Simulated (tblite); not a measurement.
C3H12OSi2.
Numbering: `[CH3:1][CH:2]([CH3:3])[Si@H:4]([OH:5])[SiH3:6]` (hydrogens: H7, H8, H9 on C1; H10 on C2; H11, H12, H13 on C3; H14 on Si4; H15 on O5; H16, H17, H18 on Si6)

Cartesian coordinates in Å at the GFN2-xTB level; atoms count from 1:
```
atom  x, y, z in Å
C1    -1.7517   -0.4564   -1.2547
C2    -0.7198    0.4172   -0.5434
C3    -1.2333    0.8022    0.8418
Si4    0.9904   -0.4550   -0.4444
O5     0.8227   -1.9606    0.1674
Si6    2.4755    0.5166    1.0166
H7    -1.3954   -0.7607   -2.2374
H8    -2.6913    0.0799   -1.3859
H9    -1.9600   -1.3529   -0.6714
H10   -0.6076    1.3376   -1.1255
H11   -1.3366   -0.0815    1.4698
H12   -0.5473    1.4907    1.3322
H13   -2.2092    1.2833    0.7746
H14    1.4264   -0.5835   -1.8507
H15    0.1884   -2.5804   -0.1852
H16    2.0680    0.4684    2.4247
H17    2.6671    1.9387    0.7048
H18    3.8049   -0.0972    0.9549
```

Method: GFN2-xTB as coded in tblite; computed harmonic values from a numerical Hessian at the method's own geometry, unscaled. Against measured fundamentals such values can be off by several per cent, at times by over 20. Modes of hydrogen on silicon can be 10 to 20 % off. One conformer, not necessarily the lowest.

Harmonic wavenumbers (cm⁻¹): 35.5, 46.6, 100.3, 150.4, 161.8, 227.2, 245.1, 259.8, 291.2, 339.4, 414.7, 452.6, 458.6, 482.9, 628.2, 650.9, 715.1, 794.2, 800.4, 809.3, 819.4, 871.7, 943.4, 946.6, 992.9, 1039.2, 1131.2, 1178.5, 1284.9, 1316.0, 1412.2, 1425.2, 1502.1, 1511.9, 1513.1, 1520.3, 2113.9, 2211.3, 2226.1, 2237.1, 2930.9, 2995.0, 2998.1, 3005.8, 3015.3, 3020.2, 3021.6, 3637.2.

A = 3205, B = 1408, C = 1155 MHz; mass 120.043 u (most abundant isotopes); point group C1, symmetry number 1.

What is the zero-point energy?

Half the sum of the wavenumbers: 30443 cm⁻¹ = 87.04 kcal/mol.

Give the ideal-gas entropy at 400 K and 1 bar in the rigid-rotor, harmonic-oscillator model (classical rotation).

Translation 41.75, rotation 29.39, vibration 43.73: S = 114.9 cal/(mol K).

And Cp and H(400 K) − H(0)?

Cp = 49.07 cal/(mol K), of which vibrations give 41.12 (their classical limit is 48 R = 95.4); H(400 K) − H(0) = 11.99 kcal/mol without the zero-point energy, 8.81 from vibrations.

What must be added to the electronic energy to get the Gibbs energy at 400 K and 1 bar?

ZPE + [H(400 K) − H(0)] − T·S = 87.04 + 11.99 − 45.95 = 53.08 kcal/mol.

Blend soft modes into free rotors: weight 1/[1 + (100 cm⁻¹/ν̃)⁴] for the oscillator and the rest for a rotor with moment μB/(μ + B), μ = h/(8π²ν), B = 10⁻⁴⁴ kg m². What vibrational entropy results?

39.73 cal/(mol K) in place of 43.73, which changes −T·S at 400 K by +1.60 kcal/mol.

How do the functions run with temperature in this model?

```json
{"T (K)": "100", "S (cal/(mol K))": "70.4", "Cp (cal/(mol K))": "20.0", "H − H(0) (kcal/mol)": "1.37", "G − H(0) (kcal/mol)": "-5.66", "ln q(vib)": "2.25"}
{"T (K)": "200", "S (cal/(mol K))": "87.6", "Cp (cal/(mol K))": "30.8", "H − H(0) (kcal/mol)": "3.93", "G − H(0) (kcal/mol)": "-13.60", "ln q(vib)": "5.20"}
{"T (K)": "300", "S (cal/(mol K))": "102.0", "Cp (cal/(mol K))": "40.5", "H − H(0) (kcal/mol)": "7.50", "G − H(0) (kcal/mol)": "-23.10", "ln q(vib)": "8.10"}
{"T (K)": "500", "S (cal/(mol K))": "126.6", "Cp (cal/(mol K))": "56.2", "H − H(0) (kcal/mol)": "17.27", "G − H(0) (kcal/mol)": "-46.04", "ln q(vib)": "13.64"}
{"T (K)": "800", "S (cal/(mol K))": "156.6", "Cp (cal/(mol K))": "71.6", "H − H(0) (kcal/mol)": "36.62", "G − H(0) (kcal/mol)": "-88.70", "ln q(vib)": "21.22"}
{"T (K)": "1000", "S (cal/(mol K))": "173.4", "Cp (cal/(mol K))": "78.5", "H − H(0) (kcal/mol)": "51.66", "G − H(0) (kcal/mol)": "-121.74", "ln q(vib)": "25.80"}
```

q(vib) and H(0) count from the zero-point level.

Hindered rotation and anharmonicity are outside this model. Other conformers, if any are populated, would add a mixing term that is left out. The structure is chiral; the term R ln 2 for an equal mix with its mirror image is left out.

Time: 1.0 s. Hardware: an Arm Neoverse N1 with one thread, no GPU (shared host). This covers the Hessian and the dipole derivatives.
